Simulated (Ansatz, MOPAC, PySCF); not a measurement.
A family of related molecules: H3E-E'H3. Gas-phase values, no solvent. Strings in code marks are SMILES.

Quantity: vertical ionisation energy (energy after one electron is removed minus that of the parent at the parent's geometry), in eV.

Level 1: frozen-core CCSD(T)/def2-TZVPP // B3LYP-D3(BJ)/def2-TZVP (Ansatz, a first-principles code)
Level 2: B3LYP-D3(BJ)/def2-TZVP (PySCF)
Level 3: minus the HOMO energy of AM1 // B3LYP-D3(BJ)/def2-TZVP (MOPAC)
Level 4: minus the HOMO energy of PM3 // B3LYP-D3(BJ)/def2-TZVP (MOPAC)

```csv
species,level 1,level 2,level 3,level 4
`[SiH3][SnH3]`,10.07,9.99,12.65,10.83
`[SiH3][GeH3]`,10.50,10.41,10.45,[?]
`[BH3-][NH3+]`,[?],[?],10.00,11.14
```

Q: What belongs in the gaps?

A: 
- `[SiH3][GeH3]`, level 4: 10.51
- `[BH3-][NH3+]`, level 1: 10.76
- `[BH3-][NH3+]`, level 2: 10.57
